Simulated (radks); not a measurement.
Values are calculated unless marked as measured or tabulated.
Species: Au IV. Configuration: [Xe] 4f14 5d7 6d1 (not the ground configuration). Level of theory: Dirac Kohn-Sham, PBEsol, spin-unpolarised, spherical densities, finite nucleus; open shells fill j = l - 1/2 first; Fermi nuclear charge, rms radius 5.4371 fm (a radial shooting solver on a logarithmic mesh with Libxc functionals). Some entries of the table are withheld. Estimate them.

orbital,occ.,eigenvalue (eV),<1/r> (bohr^-1)
1s1/2,2,-80626.02,95.65
2s1/2,2,-14252.52,23.51
2p1/2,2,-13674.78,23.48
2p3/2,4,-11840.33,19.13
3s1/2,2,-3397.563,8.630
3p1/2,2,-3136.603,8.547
3p3/2,4,-2731.836,7.414
3d3/2,4,-2296.478,7.313
3d5/2,6,-2209.443,7.055
4s1/2,2,-771.8916,3.653
4p1/2,2,(1),(2)
4p3/2,4,(3),(4)
4d3/2,4,-380.3697,2.948
4d5/2,6,-362.2677,2.857
5s1/2,2,-152.0206,(5)
4f5/2,6,-127.6263,2.483
4f7/2,8,-123.8080,2.447
5p1/2,2,-115.4928,1.365
5p3/2,4,-98.4715,1.225
5d3/2,4,-48.2754,(6)
5d5/2,3,-46.2965,(7)
6d3/2,1,-16.0626,0.3332
6d5/2,0,-15.8029,0.3280

Answer. 
(1) 4p1/2 eigenvalue (eV): -660.4224
(2) 4p1/2 <1/r> (bohr^-1): 3.544
(3) 4p3/2 eigenvalue (eV): -563.2510
(4) 4p3/2 <1/r> (bohr^-1): 3.150
(5) 5s1/2 <1/r> (bohr^-1): 1.487
(6) 5d3/2 <1/r> (bohr^-1): 0.9506
(7) 5d5/2 <1/r> (bohr^-1): 0.9205
